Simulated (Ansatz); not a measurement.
`C[N]=[W]([F])([F])([F])[F]` at its PBE0-D4/def2-TZVP geometry, where that method's forces vanish. The species carries charge 0 and has multiplicity 1. W takes the def2 core potential.

```
atom    x (Å)    y (Å)    z (Å)
  C1   1.4857   0.5170  -0.8234
  N2   0.3011   0.1016  -0.1685
  W3  -1.1233  -0.3917   0.6221
  F4  -1.6938  -1.8915  -0.3298
  F5  -2.4868   0.5350  -0.2514
  F6  -0.5422  -1.5890   1.9296
  F7  -1.3346   0.8385   2.0087
  H8   1.2572   0.8304  -1.8452
  H9   1.9337   1.3568  -0.2860
 H10   2.2030  -0.3071  -0.8562
```

For each bond, give half the difference of the two atoms' forces along it (eV/Å; positive pushes the atoms apart) under PBE-D4, r2SCAN-D4, B3LYP-D4, ωB97M-V in def2-TZVPP. (An estimate is asked.)

The calculation gave: 
| bond | length (Å) | PBE-D4 | r2SCAN-D4 | B3LYP-D4 | ωB97M-V |
| --- | --- | --- | --- | --- | --- |
| C1–N2 | 1.416 | -0.54 | -0.19 | 0.02 | 0.68 |
| C1–H8 | 1.093 | 0.13 | -0.03 | -0.07 | -0.15 |
| C1–H9 | 1.093 | 0.13 | -0.03 | -0.07 | -0.15 |
| C1–H10 | 1.093 | 0.13 | -0.03 | -0.07 | -0.15 |
| N2–W3 | 1.702 | 0.81 | 0.43 | 0.15 | -0.74 |
| W3–F4 | 1.866 | 0.23 | 0.04 | 0.18 | 0.11 |
| W3–F5 | 1.866 | 0.24 | 0.05 | 0.18 | 0.11 |
| W3–F6 | 1.866 | 0.23 | 0.05 | 0.18 | 0.11 |
| W3–F7 | 1.866 | 0.24 | 0.05 | 0.18 | 0.10 |

B3LYP here is the variant with VWN-RPA as its local correlation; programs differ in this.

Computed with Ansatz.
